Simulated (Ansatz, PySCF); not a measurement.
Gas-phase reaction in SMILES: COC(C)C → CC(O[CH2])C + H atom (the C-H bond breaks)

Quantity: bond dissociation energy (electronic), in kcal/mol. Conventions: UHF or UKS for open shells; no spin-orbit coupling; LANL2DZ all-electron up to Ne; valence correlation only; 6-311+G** with 5d; no dispersion term unless named; six Cartesian d functions in 6-31G* and its kin unless marked 5d; non-relativistic. Basis-set limits of correlation are two-point, X^-3; Hartree-Fock from the larger set. First-principles rows: single points at B3LYP-D3(BJ) geometries (Ansatz, a quantum-chemistry and plane-wave program).

Coupled cluster (Ansatz) is a level with limits of its own, used here on species with T1 under 0.025 (0.045 for open shells) and stable references: CCSD(T)/CBS(cc-pVTZ,cc-pVQZ).

Value to compare with, CCSD(T)/CBS(cc-pVTZ,cc-pVQZ) (Ansatz): 102.8 kcal/mol.

```csv
level,program,bond dissociation energy (electronic) (kcal/mol),difference
HF/6-311+G**,Ansatz,79.0,-23.8
PBE/STO-3G,Ansatz,121.6,18.8
PBE/LANL2DZ,Ansatz,99.1,-3.7
PBE/6-31G*,Ansatz,99.2,-3.6
PBE/6-311+G**,Ansatz,97.3,-5.5
BP86/6-31G* (5d),PySCF,101.5,-1.3
B3LYP/LANL2DZ,Ansatz,100.5,-2.3
B3LYP/6-31G,Ansatz,100.8,-2.0
B3LYP/6-31G*,Ansatz,101.1,-1.7
B3LYP/6-31+G*,Ansatz,100.4,-2.4
PBE0/6-311+G**,Ansatz,98.2,-4.6
M06-2X/6-31G* (5d),PySCF,103.3,0.5
MP2/6-31G*,Ansatz,95.1,-7.7
wB97M-V/def2-TZVPD,Ansatz,101.4,-1.4
```

Among the 13 habitual levels, HF/6-311+G** lies farthest from CCSD(T)/CBS(cc-pVTZ,cc-pVQZ) (Ansatz) (-23.8 kcal/mol) and M06-2X/6-31G* (5d) nearest (0.5); 2 of 13 lie above it, and their mean absolute difference is 6.0 kcal/mol, the median 3.6. One case shows no general order.

The levels are drawn from those run, B3LYP/6-31G* more often than the rest, none by its result; runs whose electronic state is in doubt are left out.
